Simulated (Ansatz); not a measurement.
Input for Ansatz (a program for electronic structure): R-RI-MP2/cc-pVQZ on C6H6 (SMILES c1ccccc1). The basis file is the Basis Set Exchange's JSON of that set.

Ansatz 0.2 input:
```yaml
crystal:
  periodic: [false, false, false]
  atoms:
    - {symbol: C, position_ang: [-0.79933528, 1.14677095, 0.03327969]}
    - {symbol: C, position_ang: [-1.39220335, -0.11627845, -0.05805587]}
    - {symbol: C, position_ang: [-0.59286754, -1.26304731, -0.09134404]}
    - {symbol: C, position_ang: [0.79933528, -1.14677095, -0.03327969]}
    - {symbol: C, position_ang: [1.39220335, 0.11627845, 0.05805587]}
    - {symbol: C, position_ang: [0.59286754, 1.26304731, 0.09134404]}
    - {symbol: H, position_ang: [-1.42416819, 2.04316873, 0.05934026]}
    - {symbol: H, position_ang: [-2.48046505, -0.20716855, -0.10332666]}
    - {symbol: H, position_ang: [-1.05630014, -2.25034976, -0.16268754]}
    - {symbol: H, position_ang: [1.42416819, -2.04316873, -0.05934026]}
    - {symbol: H, position_ang: [2.48046505, 0.20716855, 0.10332666]}
    - {symbol: H, position_ang: [1.05630014, 2.25034976, 0.16268754]}
basis:
  gaussian:
    orbitals: cc-pVQZ
    fitting: {mean_field: def2-universal-JKFIT, correlation: cc-pVQZ-RIFIT.json}
magnetization: {spin_polarized: false}
correlation: {method: mp2, electrons: outside_noble_gas}
scf: {lower_state_search: off}
```

The log:

```
WARN ansatz: RAYON_NUM_THREADS=8 ignored (pool sized by the plan → 8); use --threads N
Functional definition: HF
these checks for a lower state are left out or cut short: stability, starts, cluster_reference, orbital_swaps, neighbouring_geometries, increment
integrals: 1.02 GiB planned
558 factors; integrals over basis functions are off by at most 3.7e0 eV
mean field: 1.59 GiB planned
mean field evaluation 1: about -6276.1888 eV, gradient 3.7e1 eV
mean field evaluation 2: about -6279.5127 eV, gradient 1.6e1 eV
mean field evaluation 4: about -6280.1556 eV, gradient 3.2e-1 eV
mean field evaluation 8: about -6280.1561 eV, gradient 1.1e-6 eV
mean field -6280.15612022 eV, -230.7914805754 hartree, gradient 1.1e-6 eV, S^2 0.000000; 0 other end points of the search recorded, 0 dependent functions left out
6 core orbitals not correlated
1122 factors; their error is unknown
reference -6280.15612022 eV, -230.7914805754 hartree; 15, 15 occupied and 489, 489 virtual orbitals, 1122 factors
second order -27.48268451 eV of doubles, -0.00000000 eV of singles
Total energy: -6307.63880473 eV, -231.8014506029 hartree
Checks for a lower state left out: stability, starts, cluster_reference, orbital_swaps, neighbouring_geometries, increment
```

The calculation finished and met its thresholds.

Cost: roughly 11 core-seconds.
